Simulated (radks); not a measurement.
Problem. The mean radii <r> (bohr) of the occupied orbitals of an atom or ion are listed with their occupations. All-electron calculation, Dirac Kohn-Sham, LDA (Slater exchange, Perdew-Wang correlation), spin-unpolarised, spherical densities, point nucleus. Program: a radial shooting solver on a logarithmic mesh with Libxc functionals.

| orbital | occ. | <r> |
|---|---|---|
| 1s1/2 | 2 | 0.01632 |
| 2s1/2 | 2 | 0.06809 |
| 2p1/2 | 2 | 0.05591 |
| 2p3/2 | 4 | 0.06470 |
| 3s1/2 | 2 | 0.1771 |
| 3p1/2 | 2 | 0.1675 |
| 3p3/2 | 4 | 0.1836 |
| 3d3/2 | 4 | 0.1595 |
| 3d5/2 | 6 | 0.1644 |
| 4s1/2 | 2 | 0.3917 |
| 4p1/2 | 2 | 0.3932 |
| 4p3/2 | 4 | 0.4278 |
| 4d3/2 | 4 | 0.4335 |
| 4d5/2 | 6 | 0.4447 |
| 5s1/2 | 2 | 0.8744 |
| 4f5/2 | 6 | 0.4642 |
| 4f7/2 | 8 | 0.4707 |
| 5p1/2 | 2 | 0.9355 |
| 5p3/2 | 4 | 1.026 |
| 5d3/2 | 4 | 1.277 |
| 5d5/2 | 5 | 1.317 |

Name the element and its charge. Open shells, if any, fill j = l - 1/2 first.

Solution. Z = 81, thallium, charge +4: Tl4+ in [Xe] 4f14 5d9. The 1s radius gives Z: for a bare nucleus <r> = (2 gamma + 1)/(2Z) with gamma = sqrt(1 - (Z/c)^2), 0.01613 bohr for Z = 81, and screening makes it slightly larger (0.01632 here). The occupations add up to 77, and the charge is Z minus that.
